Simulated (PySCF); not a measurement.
From one molecule to another.

First species: C3BCl2F3.
SMILES: `FC(F)(F)C#CB(Cl)Cl`

Second species: C8H7FO2.
SMILES: `O=C(O)Cc1cccc(F)c1`

Levels: CAM-B3LYP/def2-SVPD for dipole moment, HOMO energy, LUMO energy, HOMO–LUMO gap, static isotropic polarisability and electronic spatial extent ⟨r²⟩ about the centre of nuclear charge; TDDFT CAM-B3LYP/def2-SVPD for lowest singlet excitation; TDA CAM-B3LYP/def2-SVPD for lowest triplet excitation (Tamm–Dancoff); PBE0-D3(BJ)/def2-SVP for rotational constant A and rotational constant C. Geometries: PBE0-D3(BJ)/def2-SVP. Each species is one conformer at its optimised geometry, gas phase, non-relativistic unless stated. Electronic properties by PySCF.

Dipoles, sizes and rotational constants follow the conformer. The torsions of the flexible species, by atom-mapped SMILES:
- `[O:1]=[C:2]([OH:3])[CH2:4][c:5]1[cH:6][cH:7][cH:8][c:9]([F:10])[cH:11]1`: O1–C2–C4–C5 -80°, C2–C4–C5–C6 -124°, H–O3–C2–O1 1°

| property | column X | column Y |
| --- | --- | --- |
| dipole moment | 1.01 D | 2.96 D |
| HOMO energy | -10.61 eV | -8.53 eV |
| LUMO energy | -1.92 eV | 0.21 eV |
| HOMO–LUMO gap | 8.69 eV | 8.74 eV |
| lowest singlet excitation | 4.64 eV | 5.33 eV |
| lowest triplet excitation (Tamm–Dancoff) | 4.20 eV | 4.04 eV |
| static isotropic polarisability | 80.0 au | 97.7 au |
| electronic spatial extent ⟨r²⟩ about the centre of nuclear charge | 2432 bohr² | 1907 bohr² |
| rotational constant A | 2.038 GHz | 1.991 GHz |
| rotational constant C | 0.392 GHz | 0.564 GHz |

(1) Which column belongs to which species?

(2) How does each property change from the first species to the second?

Results:

(1) Column X is the first species and column Y the second. The first has 9 atoms and 84 electrons, the second 18 and 80.

(2) dipole moment +1.95 D; HOMO energy +2.08 eV; LUMO energy +2.13 eV; HOMO–LUMO gap +0.05 eV; lowest singlet excitation +0.69 eV; lowest triplet excitation (Tamm–Dancoff) -0.16 eV; static isotropic polarisability +17.7 au; electronic spatial extent ⟨r²⟩ about the centre of nuclear charge -525 bohr²; rotational constant A -0.047 GHz; rotational constant C +0.172 GHz.

On the first: The polarisability is 11.86 Å³ as a volume (1 au = 0.148185 Å³), or 0.95 au for each of the 84 electrons. The principal polarisabilities are 55.5, 76.8 and 107.8 au; their mean is the isotropic value.

On the second: A dipole of 2.96 D is allowed in C1, and pure rotational transitions are dipole-allowed. In wavenumbers S1 is 43000 cm⁻¹ (1 eV = 8065.54 cm⁻¹).
